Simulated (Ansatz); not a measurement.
Cost against result

The pair of F⁻ (SMILES [F-], atom 1) and GeH₄ (SMILES [GeH4], atoms 2–6), both closed shells, in one local arrangement (a lower one may exist), relaxed at PBE0-D4/def2-TZVPD:

F1  (0.560, -0.216, -1.771)
Ge2  (-0.032, 0.012, 0.100)
H3  (-0.398, -1.502, 0.056)
H4  (-1.038, 1.063, -0.459)
H5  (1.437, 0.439, 0.400)
H6  (-0.530, 0.204, 1.674)
(Å)

Interaction energies are counterpoise-corrected; the time is that of the whole pair.

Computed with Ansatz 0.2.0 (basis: as named in each row); correlated methods freeze the cores. Filled d shells of the heavier atoms are correlated. The def2 sets are not built for correlating such inner shells, so the correlated values are less sure here. B3LYP uses VWN-RPA correlation. Extrapolation: Hartree–Fock as exp(−7.88 √X), correlation as X^−2.97.

Times are rough, for one single point on 2 threads of a shared host (Intel Xeon Platinum 8175M).

The estimate by CCSD(T) at an estimated basis limit (MP2 extrapolated from triple and quadruple zeta, plus CCSD(T) − MP2 in triple zeta) is -168.8 kJ/mol.

| method | basis | time (s) | interaction energy (kJ/mol) | method less estimate |
| --- | --- | --- | --- | --- |
| HF | STO-3G | under 1 | -63.6 | 105.2 |
| PBE-D4 | STO-3G | under 1 | -4.1 | 164.7 |
| SPW92 | def2-SVP | under 1 | -214.0 | -45.3 |
| PBE-D4 | def2-SVP | under 1 | -192.2 | -23.5 |
| PBE0-D4 | def2-SVP | under 1 | -206.8 | -38.0 |
| B3LYP-D4 | 6-31G | 1 | -150.8 | 18.0 |
| CCSD(T) | def2-SVP | 2 | -185.1 | -16.3 |
| PBE-D4 | def2-TZVPPD | 2 | -159.1 | 9.6 |
| revPBE-D4 | def2-TZVPPD | 2 | -155.4 | 13.4 |
| PBE0-D4 | def2-TZVPPD | 2 | -173.7 | -4.9 |
| BLYP-D4 | def2-TZVPPD | 2 | -147.9 | 20.8 |
| B3LYP-D4 | def2-TZVPPD | 3 | -162.4 | 6.4 |
| wB97M-V | def2-SVP | 3 | -205.0 | -36.2 |
| r2SCAN-D4 | def2-TZVPPD | 3 | -176.6 | -7.9 |
| HSE06-D4 | def2-TZVPPD | 3 | -173.8 | -5.1 |
| B2PLYP | def2-TZVPPD | 5 | -159.4 | 9.4 |
| B97M-V | def2-TZVPPD | 6 | -185.6 | -16.9 |
| wB97X-V | def2-TZVPPD | 6 | -171.6 | -2.8 |
| wB97M-V | def2-TZVPPD | 7 | -172.6 | -3.8 |
| MP2 | def2-QZVPPD | 12 | -165.3 | 3.5 |
| CCSD(T) | def2-TZVPPD | 33 | -163.9 | 4.9 |

No T1 diagnostic of these runs exceeds 0.023.
